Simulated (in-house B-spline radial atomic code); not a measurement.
Ga¹⁶⁺. Computed with a B-spline radial atomic code. Model: all-electron spherical atom, spin shells full or empty, radial basis limit, no spin-orbit coupling: exact exchange with a local potential (Slater, KLI or optimised effective potential, whose far tail is KLI's), no correlation.

Exchange potential has not reached -1/r at the last radius.

The run also made RPA and GW results, which its time includes.

The Slater potential averages the orbital exchange potentials with the orbital densities as weights, KLI adds orbital constants, and the optimised effective potential minimises the exact-exchange energy among local potentials. So their energies lie above Hartree-Fock in the order OEP, KLI, Slater. All fall off as −1/r, unlike LDA and GGA exchange.

Command:
```bash
python run_gw.py task.json out
```
Settings (lengths in bohr, energies in hartree):
```
Z                      31
electrons              15
configuration          [Ne] 3s2 3p3
hamiltonian            nr
method                 oep
lmax                   9
spin_polarised         True
box_radius             4.78
intervals              65
```

Run time, properties included: 4 s on 1 thread of Arm Neoverse N1, on a shared host.

Given: hamiltonian non-relativistic; mean-field start exchange-only OEP.

Computed: energy above Hartree-Fock 4.7514 millihartree; virial ratio -E/T less 1 0.

| radius (bohr) | r times exchange potential up (hartree bohr) | r times exchange potential down (hartree bohr) |
| --- | --- | --- |
| 0.00161 | -0.041325 | -0.040958 |
| 0.00194 | -0.049756 | -0.049314 |
| 0.00233 | -0.059691 | -0.059161 |
| 0.00281 | -0.071876 | -0.071232 |
| 0.00338 | -0.086256 | -0.085483 |
| 0.00406 | -0.10328 | -0.10234 |
| 0.00488 | -0.12356 | -0.12243 |
| 0.00587 | -0.14767 | -0.1463 |
| 0.00706 | ? | ? |
| 0.0085 | -0.20924 | -0.20724 |
| 0.0102 | -0.24686 | -0.24443 |
| 0.0123 | -0.2907 | -0.28772 |
| 0.0148 | -0.33885 | -0.33525 |
| 0.0178 | -0.39071 | -0.3863 |
| 0.0214 | -0.44428 | -0.43894 |
| 0.0257 | -0.49614 | -0.48979 |
| 0.0309 | -0.54216 | -0.53463 |
| 0.0372 | -0.57494 | -0.5664 |
| 0.0448 | -0.58546 | -0.57529 |
| 0.0538 | -0.56904 | -0.55394 |
| 0.0648 | -0.54409 | -0.51467 |
| 0.0779 | -0.57241 | -0.52043 |
| 0.0937 | -0.68697 | -0.62398 |
| 0.113 | -0.83777 | -0.77458 |
| 0.136 | -0.9679 | -0.90285 |
| 0.163 | -1.0562 | -0.99197 |
| 0.196 | -1.0934 | -1.0352 |
| 0.236 | -1.0353 | -1.0155 |
| 0.284 | -0.8374 | -0.91255 |
| 0.341 | -0.8167 | -0.72357 |
| 0.41 | ? | ? |
| 0.494 | -1.3237 | -0.87238 |
| 0.594 | -1.4109 | -0.95508 |
| 0.714 | -1.414 | -0.98337 |
| 0.859 | -1.3545 | -0.99639 |
| 1.03 | -1.2734 | -0.9985 |
| 1.24 | -1.1942 | -0.99931 |

**Question.** What belongs in the row 0.00706?

**Answer.** r times exchange potential up (hartree bohr): -0.17601; r times exchange potential down (hartree bohr): -0.17435.

**Question.** What belongs in the row 0.41?

**Answer.** r times exchange potential up (hartree bohr): -1.1229; r times exchange potential down (hartree bohr): -0.69094.

```
occupied  level (hartree)  Hartree-Fock level (hartree)
   1s up          -393.36                       -400.49
 1s down                ?                             ?
   2s up                ?                             ?
 2s down          -67.039                       -69.168
   2p up          -62.272                       -63.786
 2p down          -61.934                        -63.49
   3s up          -23.581                       -23.945
 3s down          -22.882                       -22.882
   3p up           -21.89                       -21.889
```

**Question.** What belongs in the row 1s down?

**Answer.** level (hartree): -393.01; Hartree-Fock level (hartree): -400.26.

**Question.** What belongs in the row 2s up?

**Answer.** level (hartree): -67.301; Hartree-Fock level (hartree): -69.328.

```tsv
empty	level (hartree)
3p down	-21.196
3d up	-19.246
3d down	-18.649
4s up	-11.841
4s down	-11.565
4p up	-11.174
4p down	-10.908
4d up	?
4d down	?
4f up	-9.5916
4f down	-9.2197
```

**Question.** What belongs in the row 4d up?

**Answer.** level (hartree): -10.208.

**Question.** What belongs in the row 4d down?

**Answer.** level (hartree): -9.9726.

The highest level, 3p up, differs from Hartree-Fock by -0.011 eV and the deepest, 1s up, by +194 eV: a local potential can match the highest level but can't give each shell its own exchange.
